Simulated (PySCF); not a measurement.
**Electron correlation in P⁺ (phosphorus, charge +1)**

[Ne] 3s2 3p2, high-spin 3P determinant. All numbers are calculated (PySCF 2.14, no relativity, point nucleus, in def2-SVP). Frozen: [Ne]; 4 electrons correlated.

MP2 pair energies summed by pair of shells (mhartree):

| pair | energy | share (%) |
| --- | --- | --- |
| 3s-3p | -29.63 | 59.7 |
| 3s-3s | -14.95 | 30.1 |
| 3p-3p | -5.09 | 10.2 |

Total MP2 correlation energy: -49.67 mhartree.

Same-spin part -8.00 and opposite-spin part -41.67 mhartree; SCS-MP2 scales them by 1/3 and 6/5 to -52.67 mhartree.

```csv
level,correlation energy (mhartree)
CCSD,-69.80
(T),-0.95
CCSD(T),-70.75
```

Diagnostics: T1 = 0.0083, D1 = 0.0204, largest double amplitude 0.109.

**Question.** Is a single reference adequate?

**Answer.** Mostly. T1 lies below 0.03, but a double amplitude of this size points to a near-degeneracy that CCSD handles and MP2 describes poorly.
